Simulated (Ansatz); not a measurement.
Program: Ansatz. Geometries: PBE0-D4/def2-TZVP. ΔE: electronic, gas phase. CCSD(T)/CBS is the MP2 limit (def2-TZVPP, def2-QZVPP) plus CCSD(T) − MP2 in def2-TZVPP, frozen cores. This one scheme is used for every species. Functionals use def2-TZVPP. For Br outer-core shells are correlated without core-valence functions, which leaves a few kJ/mol of doubt a bond. Scalar relativity is left out up to krypton. Each species was taken in one conformer, which may not be the lowest.

Reaction (formal hydrolysis of the Si–Cl bond): `F[Si](Cl)(Br)Br` + H₂O → `O[Si](F)(Br)Br` + HCl

CCSD(T)/CBS gives -15.4 kJ/mol.

(1) Another level gave -9.5 kJ/mol. Which?
A. r2SCANh-D4/def2-TZVPP
B. RPA@PBE/def2-TZVPP
C. CAM-B3LYP/def2-TZVPP
D. PBE-D4/def2-TZVPP

Largest T1 diagnostic among the species: 0.009.

Answers

(1) D. PBE-D4 -9.5, r2SCANh-D4 -17.9, CAM-B3LYP -26.7, RPA@PBE/def2-TZVPP -22.6 kJ/mol.

At CCSD(T), def2-SVP lies −4.7 kJ/mol from the extrapolated value and def2-TZVPP −6.4 kJ/mol. In def2-TZVPP, CCSD(T) changes the Hartree–Fock value by +9.3 kJ/mol (the triples alone add +2.2 kJ/mol) and MP2 by +14.9 kJ/mol.
